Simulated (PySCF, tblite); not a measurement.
Compound: C6H5ClFO (doublet state).
Atom-mapped SMILES: `[CH2:1]=[C:2](/[C:3]=[CH:4]\[Cl:5])[O:6]/[CH:7]=[CH:8]\[F:9]` (hydrogens: H10, H11 on C1; H12 on C4; H13 on C7; H14 on C8)

Jobs on this species (14 atoms, 75 electrons) with PySCF (density fitting) and tblite. Hardware of each: one thread, Intel Xeon at 2.50 GHz (x86_64), on a shared host. Other jobs ran on the host; a repeat could differ by tens of per cent or more.

| level and settings | work | basis functions | SCF cycles | wall time |
| --- | --- | --- | --- | --- |
| GFN2-xTB | L-BFGS relaxation | – | – | ? |
| UKS B3LYP, pcH-1 on C Cl F H O, non-relativistic, mean-field spin-orbit, GIAO | unrestricted SCF, g, hyperfine, density and orbital grids written | 285 | 16 | 4.5 min |
| GFN2-xTB | Hessian by finite differences | – | – | 1.7 s |

Fill in the missing figures.

- GFN2-xTB; L-BFGS relaxation: 2.1 s

What do all jobs in the table cost together?

About 4.6 min; the longest takes about 99 % of that, and about 160 times as long as the shortest.
